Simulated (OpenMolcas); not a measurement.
A calculation on Cr⁺.

| Item | Value |
| --- | --- |
| Program | OpenMolcas 26.06 |
| Method | CASSCF |
| Basis | ANO-RCC-VQZP [7s6p4d3f2g1h] |
| Scalar Hamiltonian | DKH2, point nucleus |
| Active space | 5 electrons in 11 orbitals (3d 4s 4d) |
| State averaging | 2S+1 = 6 even, 6 roots; 2S+1 = 4 even, 5 roots kept (CI in the orbitals of an earlier block) |
| Spin-orbit coupling | state interaction with AMFI integrals over the reference wave functions, term energies averaged over their components |

(1) Which level of the active space comes out lowest?

(2) How high does 3d4 4s 6D 5/2 lie?

(3) How high does 3d4 4s 6D 7/2 lie?

(4) How high does 3d4 4s 4D 1/2 lie?

Measured values: NIST Handbook of Basic Atomic Spectroscopic Data.

Results:

(1) 3d5 6S 5/2, with 100 % of that term; it is also the measured ground level.

(2) 9543 cm-1 above the lowest level; measured 12148 cm-1 above the ground level, so the calculation is off by -21 %.

(3) 9719 cm-1 above the lowest level; measured 12304 cm-1 above the ground level, so the calculation is off by -21 %.

(4) 19070 cm-1 above the lowest level; measured 19528 cm-1 above the ground level, so the calculation is off by -2 %.

Without dynamic correlation excited terms often stand tens of per cent too high (terms of higher spin than the ground term too low), and those without a measured partner can miss by more than the paired ones. Terms from blocks run as CI alone lack orbitals of their own. Active for correlation alone: 4d; no level in the range computed is led by a configuration that fills it, so any true level of that kind is missing. Computed and measured levels are paired by configuration, term and J; levels that our copy of the source lacks, or whose pairing is in doubt (as where it misses far off the trend of its configuration), stay unpaired and out of the deviations. Levels of configurations outside the active space are missing.
